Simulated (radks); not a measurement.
The numbers below are computed, except where a source is named.
Q: The mean radii <r> (bohr) of the occupied orbitals of an atom or ion are listed with their occupations. Level of theory: scalar-relativistic Kohn-Sham, Wu-Cohen GGA, spin-polarised, spherical densities, finite nucleus; Fermi nuclear charge, rms radius of each element as measured or else 0.836 A^(1/3) + 0.57 fm (a radial shooting solver on a logarithmic mesh with Libxc functionals).

orbital  occ.      <r>
1s          2  0.05032
2s          2   0.2263
2p          6   0.1983
3s          2   0.6821
3p          6   0.7142
3d         10   0.8792

Name the element and its charge. Open shells, if any, are filled with parallel spins first.

A: Z = 30, zinc, charge +2: Zn2+ in [Ar] 3d10. The 1s radius gives Z: for a bare nucleus <r> = (2 gamma + 1)/(2Z) with gamma = sqrt(1 - (Z/c)^2), 0.04919 bohr for Z = 30, and screening makes it slightly larger (0.05032 here). The occupations add up to 28, and the charge is Z minus that.
